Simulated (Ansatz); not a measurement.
Relaxation of CH3O2Si (7 atoms, charge 1, multiplicity 1), to a largest force component of 0.02 eV/Å in at most 50 steps.

All numbers below come from RKS PBE0-D4/def2-SVP (Ansatz).

```xyz
7
Properties=species:S:1:pos:R:3:forces:R:3
O 1.098 -2.211 0.960 1.71 -5.13 3.36
C 0.759 -1.245 0.543 -2.74 6.01 -1.76
Si 0.020 0.650 0.110 0.20 -1.36 1.86
O -1.201 0.350 -0.840 -0.76 -0.09 0.08
H 1.240 1.211 -0.434 0.61 0.50 -0.54
H 0.800 -0.976 -0.513 1.04 -0.15 -2.60
H -1.409 0.358 -1.776 -0.07 0.22 -0.41
```

Task: Where does it end, and by what steps?

Result: The run converged. After 23 steps the energy has fallen by 2.184 eV; H6 moved furthest, 1.56 Å. Joined: O1–Si3 (3.17 → 1.86 Å).

| step | energy less start (eV) | largest force component (eV/Å) | accepted |
| --- | --- | --- | --- |
| 0 | 0.0000 | 6.007 | yes |
| 1 | -0.6848 | 1.414 | yes |
| 2 | -0.9951 | 2.070 | yes |
| 3 | -1.1899 | 1.016 | yes |
| 4 | -1.3101 | 1.386 | yes |
| 5 | -1.4147 | 1.147 | yes |
| 6 | -1.5059 | 1.174 | yes |
| 7 | -1.6139 | 0.794 | yes |
| 8 | -1.6612 | 1.425 | yes |
| 9 | -1.7027 | 0.855 | yes |
| 10 | -1.7482 | 1.303 | yes |
| 11 | -1.7961 | 1.565 | yes |
| 12 | -1.8766 | 0.753 | yes |
| 13 | -1.9730 | 1.453 | yes |
| 14 | -2.0596 | 1.992 | yes |
| 15 | -2.1492 | 0.735 | yes |
| 16 | -2.1536 | 1.153 | yes |
| 17 | -2.1794 | 0.144 | yes |
| 18 | -2.1823 | 0.077 | yes |
| 19 | -2.1832 | 0.054 | yes |
| 20 | -2.1837 | 0.043 | yes |
| 21 | -2.1839 | 0.044 | yes |
| 22 | -2.1839 | 0.026 | yes |
| 23 | -2.1839 | 0.017 | yes |

```xyz
7
Properties=species:S:1:pos:R:3
O 0.475 -1.066 0.935
C 1.089 -1.323 -0.125
Si 0.240 0.263 -0.341
O -1.160 0.173 -1.096
H 0.862 1.510 0.113
H 1.669 -2.249 -0.287
H -1.868 0.829 -1.150
```

Whether the end is a true minimum wasn't checked by a vibrational analysis.

Time of the run: 2.2 min on 1 thread of Intel(R) Xeon(R) Processor @ 2.50GHz (Skylake/Cascade Lake), with other jobs on the host, peak memory 0.17 GiB.
